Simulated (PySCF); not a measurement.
The same groups moved round the core (phenanthrene mercapto). All species are isolated molecules in the gas phase. One relaxed conformer stands for each flexible species; it need not be the lowest. Strings in code marks are SMILES.

Level of theory: PBE0-D4/def2-SVP in PySCF 2.14.0. All candidates: neutral, multiplicity 1. Excitations are Tamm–Dancoff values on a coarser integration grid. The basis has no diffuse functions, so Rydberg states are missing or too high.

```yaml
brightest of the four lowest singlets (TDA): 4.22 eV
LUMO: -1.22 eV
S1 excitation (TDA): 3.92 eV
```

Q: Which member has these values?
(A) `Sc1cccc2c1ccc1ccccc12` (H–S–C–C torsion 127°)
(B) `Sc1ccc2c(ccc3ccccc32)c1` (H–S–C–C torsion 0°)
(C) `Sc1ccc2ccc3ccccc3c2c1` (H–S–C–C torsion 180°)
(D) `Sc1cc2ccccc2c2ccccc12` (H–S–C–C torsion 128°)

A: C, `Sc1ccc2ccc3ccccc3c2c1` (H–S–C–C torsion 180°). The others give `Sc1ccc2c(ccc3ccccc32)c1` (H–S–C–C torsion 0°): 4.93 eV, -1.27 eV, 3.90 eV; `Sc1cc2ccccc2c2ccccc12` (H–S–C–C torsion 128°): 4.25 eV, -1.39 eV, 4.01 eV; `Sc1cccc2c1ccc1ccccc12` (H–S–C–C torsion 127°): 4.22 eV, -1.42 eV, 4.01 eV
